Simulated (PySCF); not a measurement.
Radial density of Ta (tantalum, neutral)

r2SCAN, [Xe] 4f14 5d2 6s2 7s1, high-spin 4F determinant (an excited configuration). All numbers are calculated (PySCF 2.14, scalar relativity by spin-free X2C-1e, in x2c-TZVPPall with one added diffuse shell each of s, p, d, f type (12s8p8d4f1g, 113 functions)).

| r (bohr) | 4πr²ρ (e/bohr) | 4πr²(ρα − ρβ) |
| --- | --- | --- |
| 0.0139 | 100.6 | -0.0005 |
| 0.0234 | 87.48 | -0.0021 |
| 0.0394 | 112.7 | 0.0032 |
| 0.0663 | 129.4 | 0.0393 |
| 0.112 | 103.1 | 0.0902 |
| 0.188 | 113.3 | 0.0021 |
| 0.316 | 61.25 | 0.0946 |
| 0.531 | 62.35 | 0.0429 |
| 0.893 | 20.46 | 0.2964 |
| 1.50 | 7.475 | 1.1994 |
| 2.53 | 1.705 | 0.6308 |
| 4.25 | 0.4223 | 0.0616 |
| 7.15 | 0.1649 | 0.1571 |
| 12.0 | 0.05465 | 0.0546 |
| 20.2 | 0.0001495 | 0.0001 |

Densities and radii are taken from the X2C orbitals without a picture-change correction, which distorts them close to the nucleus.

Spin-orbit coupling, absent here, splits the open shell strongly. The outer electron is Rydberg-like, and this basis confines it to a smaller radius and binds it less than a complete one would.

(1) Where is the radial spin density 4πr²(ρα − ρβ) most negative, and why is it negative at all?

Answers

(1) Around r = 0.0234 bohr, down to -0.0021 e/bohr: exchange with the open shell polarises the paired shells in an unrestricted calculation.
